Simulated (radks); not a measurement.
Results of a calculation; reference values are marked as such.
Initial-state core-level shifts of the niobium ion Nb+ when its valence configuration changes from [Kr] 4d4. Code: a radial shooting solver on a logarithmic mesh with Libxc functionals. Model: scalar-relativistic Kohn-Sham, r2SCAN, spin-polarised, spherical densities, finite nucleus; open shells are filled with parallel spins first (spin-orbit coupling, left out, can overturn this in heavy ions); meta-GGA in the generalised Kohn-Sham scheme; Fermi nuclear charge, rms radius 4.324 fm. Shifts are changes of the shell-averaged eigenvalues in eV (positive: less bound); the change of the density at the nucleus, which sets a Mossbauer isomer shift, is in e/bohr^3, on a base of 8.401e+04.

valence           2s      3s      3p      4p  density at nucleus
4d3 5s1       -3.699  -3.645  -3.646  -3.164             +16.134
4d3 5p1       -4.863  -4.824  -4.825  -4.351              +2.039
4d2 5s2       -7.922  -7.785  -7.787  -6.681             +32.159
4d3.5 5s0.5   -1.812  -1.789  -1.790  -1.567              +7.747
4d3.5 5p0.5   -2.395  -2.380  -2.380  -2.172              +0.914
4d2.5 5p1.5   -7.413  -7.337  -7.339  -6.539              +3.381
4d2 5p2      -10.038  -9.915  -9.916  -8.727              +4.938
4d2.5 5s1.5   -5.803  -5.714  -5.716  -4.951             +23.408
